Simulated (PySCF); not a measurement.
Nonlinear optical response: `C(CC)C(=O)OCC`, C6H12O2

Cartesian coordinates in Å; atom numbers follow the order of the lines, from 1:
```xyz
20

C    -3.422    0.176   -0.320
C    -2.028   -0.225    0.134
C    -0.953    0.765   -0.318
C     0.406    0.346    0.171
O     0.892    0.666    1.225
O     0.999   -0.490   -0.694
C     2.272   -1.013   -0.317
C     3.392   -0.052   -0.648
H    -3.705    1.163    0.081
H    -3.484    0.235   -1.418
H    -4.177   -0.550    0.018
H    -1.996   -0.303    1.234
H    -1.777   -1.225   -0.256
H    -0.941    0.831   -1.417
H    -1.160    1.764    0.094
H     2.371   -1.951   -0.881
H     2.260   -1.241    0.759
H     4.365   -0.515   -0.426
H     3.374    0.218   -1.715
H     3.304    0.865   -0.048
```

Method used: quadratic response CAM-B3LYP/aug-cc-pVDZ first hyperpolarisability, Taylor convention, gas phase in PySCF. Geometry: PBE0-D3(BJ)/def2-SVP.

Question: What is the first hyperpolarisability, and how does it disperse?

Answer: In au, Taylor convention; the vector part is βᵢ = ⅓ Σⱼ (βᵢⱼⱼ + βⱼᵢⱼ + βⱼⱼᵢ); β∥ is 3/5 of the vector part along the dipole, the dipole points from − to +:
| process | λ (nm) | β vector norm | β∥ | β HRS | depolarisation ratio |
| --- | --- | --- | --- | --- | --- |
| static β(0;0,0) | ∞ | 36.0 | -1.5 | 31.5 | 1.88 |
| second harmonic β(−2ω;ω,ω) | 1907 | 36.8 | -1.2 | 32.4 | 1.87 |
| Pockels β(−ω;ω,0) | 1907 | 36.3 | -1.4 | – | – |
| second harmonic β(−2ω;ω,ω) | 1064 | 38.6 | -0.4 | 34.7 | 1.85 |
| Pockels β(−ω;ω,0) | 1064 | 36.9 | -1.1 | – | – |

Question: Which lowest excitations, dipole and polarisabilities go with it?

Answer: S1 5.87 eV (f = 0.002); S2 7.34 eV (f = 0.022); S3 7.77 eV (f = 0.012); dipole 1.88 D; isotropic α 82.9 au static, 83.0 au at 1907 nm, 83.4 au at 1064 nm, 83.6 au at 953.5 nm, 85.2 au at 532 nm.
